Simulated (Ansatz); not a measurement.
Gas-phase electronic energies from Ansatz, PBE0-D4/def2-TZVP geometries. CCSD(T)/CBS is the MP2 limit (def2-TZVPP, def2-QZVPP) plus CCSD(T) − MP2 in def2-TZVPP, frozen cores. Functionals use def2-TZVPP. HSE06 is defined as in plane-wave codes. Elements past krypton have def2 core potentials. For In outer-core shells are correlated without core-valence functions, which leaves a few kJ/mol of doubt a bond. One conformer a species, not always the lowest.

Consider the formal exchange of groups at the Al–In bond: `[CH3][Al]([CH3])[InH2]` + `C=CC(=C)C` → `C=[CH][Al]([CH3])[CH3]` + `C=[C](C)[InH2]`.

`[CH3][Al]([CH3])[InH2]`:

```xyz
12

C     0.707    1.744   -0.635
Al    0.045    0.005   -0.014
C     1.320   -1.482    0.084
In   -2.516   -0.326    0.683
H    -0.074    2.408   -1.012
H     1.194    2.263    0.200
H     1.465    1.627   -1.416
H     1.002   -2.302    0.732
H     2.305   -1.141    0.420
H     1.462   -1.901   -0.920
H    -3.771   -0.836   -0.413
H    -3.137   -0.060    2.290
```

`C=CC(=C)C`:

Cartesian coordinates in Å:
```
C 0.391 0.651 1.840
C 0.235 -0.412 1.053
C -0.076 -0.376 -0.372
C -0.207 -1.521 -1.049
C -0.239 0.954 -1.036
H 0.622 0.539 2.892
H 0.296 1.664 1.465
H 0.342 -1.406 1.482
H -0.087 -2.480 -0.557
H -0.437 -1.532 -2.108
H -0.468 0.837 -2.095
H 0.673 1.552 -0.946
H -1.045 1.529 -0.570
```

`C=[CH][Al]([CH3])[CH3]`:

Cartesian coordinates in Å:
```
C -0.498 1.228 -2.136
C -0.718 0.070 -1.508
Al 0.004 -0.283 0.269
C 1.077 1.100 1.142
C -0.352 -1.997 1.141
H -0.884 1.449 -3.131
H 0.087 2.025 -1.682
H -1.316 -0.663 -2.052
H 0.842 1.171 2.209
H 0.952 2.094 0.705
H 2.143 0.851 1.078
H -1.359 -1.999 1.576
H -0.321 -2.832 0.434
H 0.345 -2.214 1.954
```

`C=[C](C)[InH2]`:

```xyz
11

C     0.794   -1.319    0.004
C     0.164   -0.145    0.060
C     0.650    0.958    0.949
In   -1.574    0.087   -1.181
H     0.460   -2.133   -0.633
H     1.685   -1.518    0.603
H     0.890    1.857    0.374
H     1.545    0.665    1.509
H    -0.118    1.256    1.671
H    -2.018   -1.269   -2.156
H    -2.477    1.559   -1.199
```

| level | ΔE (kJ/mol) | difference from CCSD(T)/CBS |
| --- | --- | --- |
| PBE-D4 | 64.3 | 16.2 |
| r2SCAN-D4 | 59.5 | 11.4 |
| CAM-B3LYP-D4 | 51.1 | 3.0 |
| BLYP | 55.1 | 7.0 |
| HSE06 | 64.5 | 16.4 |
| HF/def2-SVP | 56.8 | 8.7 |
| MP2/def2-SVP | 50.7 | 2.6 |
| HF/def2-TZVPP | 50.9 | 2.8 |
| HF/def2-QZVPP | 50.2 | 2.1 |
| HF/CBS(def2) | 50.1 | 2.0 |
| CCSD(T)/CBS | 48.1 | 0 |

Largest T1 diagnostic among the species: 0.013.

In def2-TZVPP, CCSD(T) changes the Hartree–Fock value by −4.8 kJ/mol (the triples alone add −0.9 kJ/mol) and MP2 by −7.4 kJ/mol. Leaving LDA and LC-ωPBE aside and taking each functional with its dispersion term where it has one, the values, not all of them listed here, spread over 18.9 kJ/mol, from ωB97M-V to PBE-D4. LDA lies +11.4 kJ/mol from PBE without D4.

CCSD(T)/CBS has its own doubt, a few kJ/mol and more with outer-core shells, so smaller differences from it don't rank the levels.
